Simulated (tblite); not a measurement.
Species: C6H5N2 (doublet state).
Atom-mapped SMILES: `[C:1]#[C:2][c:3]1[cH:4][n:5][n:6]([CH3:7])[cH:8]1` (hydrogens: H9 on C4; H10, H11, H12 on C7; H13 on C8)

Structure optimised with GFN2-xTB, isolated species. This method treats the open shell by occupation alone, without spin polarisation.

Problem. Give the optimised bond lengths and angles.

Solution. 
| bond | length (pm) | order |
| --- | --- | --- |
| C1≡C2 | 121.4 | triple |
| C2–C3 | 140.7 | single |
| C3–C4 | 141.5 | aromatic |
| C4–N5 | 131.2 | aromatic |
| N5–N6 | 133.5 | aromatic |
| N6–C7 | 143.3 | single |
| N6–C8 | 134.0 | aromatic |
| C3–C8 | 139.2 | aromatic |
| C4–H9 | 107.1 | single |
| C7–H10, C7–H11, C7–H12 | 109.0 | single |
| C8–H13 | 107.1 | single |

Bonds in one row agree within 1 pm and their mean is given. Orders are formal, as drawn. A selection of angles:
| angle | degrees |
| --- | --- |
| C1–C2–C3 | 159.7 |
| C2–C3–C4 | 127.5 |
| C2–C3–C8 | 128.2 |
| C4–C3–C8 | 104.2 |
| C3–C4–N5 | 110.4 |
| C3–C4–H9 | 128.3 |
| N5–C4–H9 | 121.3 |
| C4–N5–N6 | 106.8 |
| N5–N6–C7 | 120.1 |
| N5–N6–C8 | 111.9 |
| C7–N6–C8 | 128.0 |
| N6–C7–H10 | 109.7 |
| H10–C7–H11 | 108.3 |
| H10–C7–H12 | 109.7 |
| N6–C8–H13 | 123.0 |
| C3–C8–N6 | 106.7 |
| C3–C8–H13 | 130.3 |

Torsions: C1–C2–C3–C4 -101° (anticlinal). The mirror-image conformer, all signs reversed, is as good.

C4 (carbon bonded to C, N and H) is planar (angles 128.3°, 121.3° and 110.4°, sum 360.0°, 0.01 Å off the plane of its three neighbours). C8 (carbon bonded to C, N and H) is planar (angles 130.3°, 123.0° and 106.7°, sum 360.0°, 0.00 Å off the plane of its three neighbours). C2 (carbon bonded to 2 C) is bent (angle 159.7°). The 5-membered ring C3–C4–N5–N6–C8 has internal angles of 104.2° to 111.9° (sum 540°, against 540° for a flat polygon); it is planar, 0.00 Å rms from its mean plane, widest ring torsion 1°. N6 (nitrogen bonded to 2 C and N) is planar (angles 128.0°, 120.1° and 111.9°, sum 360.0°, 0.00 Å off the plane of its three neighbours). Of the pairs four or more bonds apart, H12···H13 is among the closest relative to their van der Waals radii: 2.50 Å, 104 % of the sum of Bondi's values. C3 (carbon bonded to 3 C) is planar (angles 128.2°, 127.5° and 104.2°, sum 359.9°, 0.02 Å off the plane of its three neighbours).

Point group: near Cs, missed by 0.37 Å at most; the miss may be what the optimiser left on a soft mode. GFN2-xTB frequencies show an imaginary mode (60i cm⁻¹), so the point is no minimum at that level.

The numbers are calculated, not measured.
